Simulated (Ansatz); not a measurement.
Harmonic frequencies (cm⁻¹) at PBE0-D4/def2-TZVP from Ansatz: 117, 195, 238, 254, 380, 444, 474, 555, 565, 598, 642, 755, 914, 957, 1290, 1539, 1644, 2191, 2232, 3587, 3680.

Each molecule was computed in one conformer, which needn't be the lowest.

Problem. Which molecule is it?
A. `NB1[SiH2]B1F`
B. `NB(O)[TeH]`
C. `BOC(B)O`
D. `F[B]1[SiH2][SnH2]1`

Solution. A.
